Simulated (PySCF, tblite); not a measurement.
C₇H₁₃BSi.
Cartesian coordinates in Å at the GFN2-xTB level; atoms count from 1:
```
atom  x, y, z in Å
Si1    2.7069   -0.2076   -1.2406
C2     2.0969   -0.9415    0.4171
B3     0.5543   -1.1065    0.3694
C4    -0.4024    0.0858    0.7486
C5    -1.7629   -0.2606    1.4128
C6    -2.5377    0.2905    0.2046
C7    -1.2087    0.6338   -0.4501
C8    -0.8606    0.6201   -1.9008
C9    -0.8802    1.7932   -1.3283
H10    2.2643   -1.0261   -2.3722
H11    4.1744   -0.1960   -1.2134
H12    2.2198    1.1623   -1.4135
H13    2.4364   -0.2573    1.1955
H14    2.6262   -1.8848    0.5537
H15    0.0843   -2.1099   -0.0201
H16    0.1063    0.8994    1.2747
H17   -1.9479    0.2734    2.3427
H18   -1.9097   -1.3249    1.5837
H19   -3.1305   -0.4500   -0.3325
H20   -3.1734    1.1497    0.4214
H21   -0.7129    0.0298   -2.7719
H22   -0.7533    2.8466   -1.3946
```

Jobs on this species (22 atoms, 74 electrons) with PySCF (density fitting) and tblite. Hardware of each: an Arm Neoverse N1 with one thread (shared host). The host was shared with other jobs, so the times are rough.

```csv
level and settings,work,basis functions,SCF cycles,wall time
GFN2-xTB,L-BFGS relaxation,–,–,?
PBE0/pcSseg-1,"shieldings, ring-centre shieldings, charges and field gradients, density and orbital grids written",225,14,1.8 min
GFN2-xTB,Hessian by finite differences,–,–,1.7 s
```

Question: Fill in the missing figures.

Answer: 
- GFN2-xTB; L-BFGS relaxation: 1.4 s

Question: What do all jobs in the table cost together?

Answer: About 1.9 min; the longest takes about 97 % of that, and about 77 times as long as the shortest.
